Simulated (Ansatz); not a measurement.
FeBr3, relaxed as a sextet with UKS r2SCAN-D4/def2-SVP in Ansatz, starting from the GFN2-xTB geometry. Force threshold 0.02 eV/Å.

Start:

Cartesian coordinates in Å:
```
Fe 0.001 -0.007 -0.008
Br -2.209 -0.233 -0.197
Br 1.071 1.545 -1.199
Br 1.137 -1.305 1.404
```

| step | energy (eV) | largest force component (eV/Å) | SCF passes |
| --- | --- | --- | --- |
| 1 | -244499.8968 | 0.803 | 54 |
| 2 | -244499.9572 | 0.046 | 22 |
| 3 | -244499.9575 | 0.007 | 17 |

Force components are those of the run's own axes.

End:

```xyz
4

Fe    0.001   -0.005   -0.005
Br   -2.260   -0.238   -0.203
Br    1.095    1.580   -1.228
Br    1.164   -1.337    1.436
```

By distances, no bond broke or formed. The bond that changes most is Fe1–Br4, from 2.23 to 2.28 Å (atoms count from 1).

No frequencies were taken in this run, so the end may be a saddle point.

Hardware: 4 threads of Arm Neoverse N1 on a shared host. Wall time 24 s.
